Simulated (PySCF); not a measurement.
## Mayer bond orders and bond lengths

Compound: C5H11Cl2FSi.
Numbering: `[CH3:1][C@@H:2]([F:3])[Si@@H:4]([CH3:5])[CH2:6][CH:7]([Cl:8])[Cl:9]` (hydrogens: H10, H11, H12 on C1; H13 on C2; H14 on Si4; H15, H16, H17 on C5; H18, H19 on C6; H20 on C7)

Geometry (GFN2-xTB, Å), atoms numbered from 1 in this order:
```xyz
20
C5H11Cl2FSi angstrom
C     -2.6612   -0.3952    0.0945
C     -1.2530   -0.3789    0.6625
F     -0.8961   -1.6886    0.9952
Si     0.0812    0.3232   -0.5482
C     -0.1582    2.2021   -0.6834
C      1.7916   -0.0080    0.2499
C      2.1739   -1.4642    0.2608
Cl     3.7360   -1.7075    1.1024
Cl     2.3313   -2.0828   -1.3945
H     -3.3583   -0.8291    0.8086
H     -2.9694    0.6211   -0.1304
H     -2.6910   -0.9837   -0.8185
H     -1.2505    0.1552    1.6215
H     -0.0620   -0.3390   -1.8465
H     -0.0731    2.6951    0.2809
H      0.5870    2.6380   -1.3403
H     -1.1327    2.4474   -1.0924
H      1.7934    0.3445    1.2832
H      2.5605    0.5551   -0.2792
H      1.4454   -2.0938    0.7709
```

Bond orders from the PBE0/pcSseg-1 density (PySCF). One conformer (not necessarily the lowest) at the GFN2-xTB geometry, without solvent, vibrations or thermal averaging.

Task: How far do the computed orders between heavy atoms stray from the drawn ones?

Result: The largest departure is 0.189, at C2–F3 (drawn single, 0.811). Drawn single, order below 0.88: C2–F3 (0.811), C2–Si4 (0.860) and Si4–C6 (0.865).

Task: Set the Mayer orders of the bonds between heavy atoms beside their lengths.

Result: 
```json
{"bond": "C1–C2", "drawn as": "single", "length (Å)": "1.519", "Mayer order": "1.056"}
{"bond": "C2–F3", "drawn as": "single", "length (Å)": "1.398", "Mayer order": "0.811"}
{"bond": "C2–Si4", "drawn as": "single", "length (Å)": "1.934", "Mayer order": "0.860"}
{"bond": "Si4–C5", "drawn as": "single", "length (Å)": "1.899", "Mayer order": "0.967"}
{"bond": "Si4–C6", "drawn as": "single", "length (Å)": "1.916", "Mayer order": "0.865"}
{"bond": "C6–C7", "drawn as": "single", "length (Å)": "1.505", "Mayer order": "0.988"}
{"bond": "C7–Cl8", "drawn as": "single", "length (Å)": "1.791", "Mayer order": "1.003"}
{"bond": "C7–Cl9", "drawn as": "single", "length (Å)": "1.774", "Mayer order": "1.007"}
```

Bonds between the same two heavy elements. C–C: lowest C6–C7 (0.988, 1.505 Å), highest C1–C2 (1.056, 1.519 Å); in 1 of the 1 pairs the longer bond (by over 0.003 Å) has the higher order (by 0.02 or more). C–Si: lowest C2–Si4 (0.860, 1.934 Å), highest Si4–C5 (0.967, 1.899 Å). C–Cl: all 2 within 0.02 of one another (1.003 to 1.007).

Task: And the bonds to hydrogen?

Result: C–H: 0.90 to 0.96 (10 bonds); H–Si: 0.96 (1 bond).

Task: Sum the orders of all bonds at each heavy atom with more than one neighbour and set the sums beside the valence in the SMILES.

Result: C1 3.922 (drawn 4), C2 3.656 (drawn 4), Si4 3.656 (drawn 4), C5 3.827 (drawn 4), C6 3.715 (drawn 4), C7 3.896 (drawn 4). Orders between atoms that aren't bonded are not in these sums.

The Mayer order sums products of elements of PS (density times overlap matrix) between the two atoms' basis functions, so it depends on the basis set.

The run behind these numbers computed NMR shieldings as well. Time: 1.9 min of wall time (grids of density and orbitals included); peak memory 1.1 GiB. Hardware: an Arm Neoverse N1 with one thread, shared host.
